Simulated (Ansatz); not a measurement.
dibenzo[a,e]pentalene, `C1=C2C(=Cc3ccccc32)c2ccccc21`. Total charge 0; triplet. Geometry PBE-D4/def2-SVP, that of the neutral singlet.

```xyz
26

C     0.570   -1.073    1.272
C     0.236    0.123    0.686
C    -0.236   -0.123   -0.686
C    -0.571    1.073   -1.272
C    -0.326    2.148   -0.294
C    -0.504    3.531   -0.394
C    -0.184    4.342    0.718
C     0.305    3.773    1.903
C     0.488    2.376    2.014
C     0.175    1.566    0.923
C    -0.174   -1.566   -0.923
C    -0.487   -2.376   -2.014
C    -0.304   -3.773   -1.903
C     0.183   -4.342   -0.717
C     0.503   -3.531    0.394
C     0.326   -2.148    0.294
H     0.955   -1.236    2.289
H    -0.956    1.236   -2.288
H    -0.887    3.983   -1.321
H    -0.319    5.432    0.651
H     0.549    4.422    2.758
H     0.872    1.939    2.948
H    -0.870   -1.939   -2.949
H    -0.547   -4.422   -2.759
H     0.318   -5.432   -0.651
H     0.885   -3.984    1.322
```

At PBE0-D4/def2-SVP a singlet of charge 0 lies 1.78 eV below the triplet at the same geometry.

(1) Estimate the α-spin orbital energies around the gap (eV) in Ansatz with PBE-D4/def2-SVP, PBE0-D4/def2-SVP.

Results:

(1) 
| orbital | PBE-D4/def2-SVP | PBE0-D4/def2-SVP |
| --- | --- | --- |
| HOMO−5 | -7.36 | -8.73 |
| HOMO−4 | -6.91 | -8.11 |
| HOMO−3 | -6.72 | -7.90 |
| HOMO−2 | -5.52 | -6.56 |
| HOMO−1 | -5.34 | -6.28 |
| HOMO | -3.35 | -4.11 |
| LUMO | -1.80 | -1.06 |
| LUMO+1 | -0.97 | -0.07 |
| LUMO+2 | -0.80 | -0.05 |
| LUMO+3 | -0.07 | 0.81 |
| LUMO+4 | 1.03 | 1.91 |
| LUMO+5 | 1.17 | 2.04 |
| β HOMO | -5.13 | -5.85 |
| β LUMO | -4.87 | -4.38 |
